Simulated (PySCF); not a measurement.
Isomers of C6H18N2Si, mass 146.124 u with the commonest isotopes. Theory: PySCF 2.14.0, PBE0-D3(BJ)/def2-SVP geometry optimisation, gas phase. One conformer each, none proved a minimum here; rigid rotors.

Problem. Order these by rotational constant A, largest first.
A. `[CH3:1][CH2:2][CH2:3][N:4]([CH3:5])[SiH2:6][N:7]([CH3:8])[CH3:9]` with C1–C2–C3–N4 56°, C2–C3–N4–C5 63°, C3–N4–Si6–N7 147°, N4–Si6–N7–C8 -53°
B. SiEt2(NHMe)2 (`CC[Si](CC)(NC)NC`)
C. `CN([SiH2]N(CC)C)CC` (Si(NMeEt)2H2)
D. `[Si](C)(N(C)C)(N(C)C)C` (Si(NMe2)2Me2)
E. SiH2(NHiPr)2 (`[H][Si]([H])(NC(C)C)NC(C)C`)

Solution. E (3242 MHz), C (3020 MHz), A (2253 MHz), D (1591 MHz), B (1124 MHz).

Problem. Order these by rotational constant B, smallest first.
A. `C(C)N(C)[SiH2]N(C)CC` (Si(NMeEt)2H2)
B. SiEt2(NHMe)2, `CC[Si](CC)(NC)NC`
C. SiH2(NHiPr)2 (`C(C)(N[SiH2]NC(C)C)C`)
D. `CN(C)[Si](C)(C)N(C)C` (Si(NMe2)2Me2)
E. `[CH3:1][CH2:2][CH2:3][N:4]([CH3:5])[SiH2:6][N:7]([CH3:8])[CH3:9]` with C1–C2–C3–N4 56°, C2–C3–N4–C5 63°, C3–N4–Si6–N7 147°, N4–Si6–N7–C8 -53°

Solution. C (529.5 MHz), A (622.5 MHz), E (748.0 MHz), B (1027 MHz), D (1053 MHz).

Problem. Order these by dipole moment, smallest first.
A. SiEt2(NHMe)2, `CC[Si](CC)(NC)NC`
B. Si(NMe2)2Me2 (`CN(C)[Si](C)(C)N(C)C`)
C. `[H][Si]([H])(NC(C)C)NC(C)C` (SiH2(NHiPr)2)
D. `[CH3:1][CH2:2][CH2:3][N:4]([CH3:5])[SiH2:6][N:7]([CH3:8])[CH3:9]` with C1–C2–C3–N4 56°, C2–C3–N4–C5 63°, C3–N4–Si6–N7 147°, N4–Si6–N7–C8 -53°

Solution. B (0.14 D), A (0.26 D), D (0.83 D), C (1.06 D).

```json
{"SMILES": "[H][Si]([H])(NC(C)C)NC(C)C", "point group": "C2", "Ia (u·Å²)": "155.91", "Ib (u·Å²)": "954.52", "Ic (u·Å²)": "1010.41", "κ": "-0.98", "μa (D)": "0.00", "μb (D)": "0.01", "μc (D)": "1.06"}
{"SMILES": "CCCN(C)[SiH2]N(C)C", "point group": "C1", "Ia (u·Å²)": "224.31", "Ib (u·Å²)": "675.65", "Ic (u·Å²)": "747.14", "κ": "-0.91", "μa (D)": "0.15", "μb (D)": "0.43", "μc (D)": "0.70"}
{"SMILES": "[H][Si]([H])(N(C)CC)N(C)CC", "point group": "C2", "Ia (u·Å²)": "167.37", "Ib (u·Å²)": "811.81", "Ic (u·Å²)": "854.34", "κ": "-0.97", "μa (D)": "0.01", "μb (D)": "0.85", "μc (D)": "0.02"}
{"SMILES": "CN(C)[Si](C)(C)N(C)C", "point group": "C2", "Ia (u·Å²)": "317.58", "Ib (u·Å²)": "479.80", "Ic (u·Å²)": "535.30", "κ": "-0.66", "μa (D)": "0.00", "μb (D)": "0.14", "μc (D)": "0.01"}
{"SMILES": "CC[Si](CC)(NC)NC", "point group": "C1", "Ia (u·Å²)": "449.64", "Ib (u·Å²)": "492.26", "Ic (u·Å²)": "519.82", "κ": "-0.28", "μa (D)": "0.13", "μb (D)": "0.01", "μc (D)": "0.23"}
```
